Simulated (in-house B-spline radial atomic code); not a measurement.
**Two electrons outside the 1s2 core: Se XXXI (Se30+)**

Computed with an all-electron radial atomic-structure program (B-spline basis): configuration interaction (CI) of the two valence electrons in the field of the frozen Dirac-Fock core, alone and with many-body perturbation theory for the core (screened one- and two-electron correlation potentials), Breit and QED terms; no-pair Dirac Hamiltonian, finite nucleus. Labels give the configuration (outer n counted up each series) and the leading LS term, or the jj pair where no LS term holds 70 %.

Command:
```bash
python run_mb.py task.json out
```
Settings (nuclear radius in fm, box in bohr, cutoff in hartree):
```
basis_form          3
Z                   34
core_configuration  1s2
rms_radius          4.14
mass_number         80
speed_of_light      137.036
box_radius          2.812
lmax                6
intervals           58
virtual_cutoff      2312.0
```

Run time, properties included: 62 s on 1 thread of Arm Neoverse V2, on a shared host.

Excitation energies (eV):

```tsv
level	purity of the LS term	CI alone	CI + MBPT + Breit + QED
2s2 1S0	0.998	0	0
2s2p 3P°0	1.0	?	?
2s2p 3P°1	0.913	67.97	67.521
2s2p 3P°2	1.0	109.33	107.78
2s2p 1P°1	0.912	152.2	150.76
2p2 3P0	0.84	166.43	166.09
2p2 3P1	1.0	203.57	202.1
2p2 (1/2,3/2)2	0.511 (3P)	213.6	211.37
2p2 (3/2,3/2)2	0.51 (1D)	261.19	258.17
2p2 1S0	0.84	293.38	291.5
2s3s 3S1	1.0	1981.7	1979.9
2s3s 1S0	0.999	1993.4	1991.6
2s3p 3P°0	1.0	2009.9	2008.2
2s3p (1/2,1/2)°1	0.668 (3P)	2010.2	2008.3
2s3p (1/2,3/2)°1	0.653 (1P)	2023.8	2021.6
2s3p 3P°2	1.0	2024.6	2022.4
2s3d 3D1	0.998	2039.2	2036.8
2s3d 3D2	0.973	2041	2038.4
2s3d 3D3	1.0	2044.2	2041.6
2s3d 1D2	0.972	2053.6	2051.1
2p3s 3P°0	1.0	2056.1	2054.1
2p3s 3P°1	0.73	2060.1	2058
2p3p 3D1	0.725	2075.2	2073.1
2p3p 3P0	0.787	2091.5	2089.5
2p3p (1/2,3/2)1	0.391 (3P)	2095.9	2093.5
2p3p (1/2,3/2)2	0.691 (3D)	?	?
2p3d (1/2,3/2)°2	0.654 (3F)	2104.6	2102
2p3s 3P°2	0.851	2107	2103.7
2p3s 1P°1	0.741	2113.8	2110.5
2p3d (1/2,5/2)°3	0.618 (3F)	2116.4	2113.6
```

Task: Where does 2p3p (1/2,3/2)2 lie?

Result: 2096.4 eV in CI alone and 2093.8 eV with all corrections.

Task: Where does 2s2p 3P°0 lie?

Result: 58.569 eV in CI alone and 58.604 eV with all corrections.

Task: What is the first ionisation energy?

Result: 3508.7 eV to the 2s1/2 state of the next ion (3511.2 eV from CI alone). NIST lists 3507 ± 3 eV (semi-empirical).

Some electric-dipole lines (reduced elements in atomic units, length form; vacuum wavelengths from the computed energies):

| upper | lower | D bare (size) | D with core polarisation (size) | λ (nm) | A (s⁻¹) |
| --- | --- | --- | --- | --- | --- |
| 2s2p 3P°1 | 2s2 1S0 | 0.0523 | 0.0522 | 18.362 | 3e+08 |
| 2s2p 1P°1 | 2s2 1S0 | 0.193 | 0.192 | 8.224 | 4.5e+10 |
| 2p2 3P0 | 2s2p 3P°1 | 0.135 | 0.135 | 12.579 | 1.8e+10 |
| 2p2 3P1 | 2s2p 3P°1 | 0.108 | 0.108 | 9.2126 | 1e+10 |
| 2p2 (1/2,3/2)2 | 2s2p 3P°1 | 0.161 | 0.16 | 8.619 | 1.6e+10 |
| 2p2 (3/2,3/2)2 | 2s2p 3P°1 | 0.0364 | 0.0363 | 6.5033 | 1.9e+09 |
| 2p2 1S0 | 2s2p 3P°1 | 0.00599 | 0.00599 | 5.5356 | 4.3e+08 |
| 2s3s 3S1 | 2s2p 3P°1 | 0.038 | 0.038 | 0.64834 | 3.6e+12 |
| 2s3s 1S0 | 2s2p 3P°1 | 0.00473 | 0.00475 | 0.64437 | 1.7e+11 |

Weak lines are less accurate than strong ones.
